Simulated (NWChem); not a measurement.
Molecule: C2H6OSi2; SMILES O[Si@@H]1C=C[SiH2]1

```xyz
11

O     -0.3456     2.2684    -0.4988
Si     0.0188     0.8860     0.3963
C      1.5193    -0.1783    -0.0677
C      1.0065    -1.4401    -0.1914
Si    -0.8818    -1.2589    -0.0248
H     -0.4791     2.1094    -1.4498
H      0.0570     1.3976     1.8080
H      2.5980     0.0513    -0.1655
H      1.6352    -2.3363    -0.3572
H     -1.6101    -1.4803    -1.3290
H     -1.5545    -2.1162     1.0194
```
Atoms are numbered in this order, from 1.

Level: PBE-D3(BJ)/def2-SVP (NWChem), optimised geometry, unscaled harmonic frequencies. 

Q: List the harmonic frequencies with IR intensities, and the thermochemistry.

A: 
```tsv
frequency (cm⁻¹)	IR intensity (km/mol)
122	1.9
170	5.4
280	8.1
311	93.1
392	17.0
421	1.7
487	3.9
569	3.7
631	37.6
662	8.3
709	54.2
727	110.7
745	77.6
786	30.2
860	300.8
887	42.3
917	88.3
987	0.0
1020	4.0
1226	20.2
1501	0.8
2130	112.3
2139	98.9
2173	125.4
3049	8.8
3071	23.9
3758	75.3
```

| Item | Value |
|---|---|
| zero-point energy | 43.9 kcal/mol |
| thermal correction to the enthalpy at 298.15 K (with zero-point energy) | 48.9 kcal/mol |
| heat capacity Cv | 25.9 cal/(mol K) |
| entropy at 298.15 K and 1 atm (symmetry number 1) | 80.7 cal/(mol K) |
| dipole moment | 1.42 D |

Rigid rotor and harmonic oscillator.
